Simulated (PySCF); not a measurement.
CH6O2Si3, SMILES C1(O[SiH2][Si@H]1[SiH3])=O. The structure is a stationary point at PBE-D3(BJ)/def2-SVP. The structure was generated by enumeration; whether it is a known compound was not checked.

Computed equilibrium geometry at PBE-D3(BJ)/def2-SVP (PySCF confirms it by a frequency run) as Cartesian coordinates in Å:
```xyz
12

O      0.3474     2.4851     0.0547
C      0.5792     1.3071     0.0165
O      1.6602     0.7240     0.6667
Si     1.6214    -0.9812     0.2483
Si    -0.3167    -0.2574    -0.8302
Si    -2.3825    -0.7367     0.1746
H      1.5313    -1.8028     1.4996
H      2.8482    -1.3473    -0.5327
H     -0.3703    -0.1890    -2.3321
H     -3.3908     0.3198    -0.1835
H     -2.1825    -0.7630     1.6646
H     -2.8821    -2.0797    -0.2850
```
Charge 0, spin multiplicity 1.
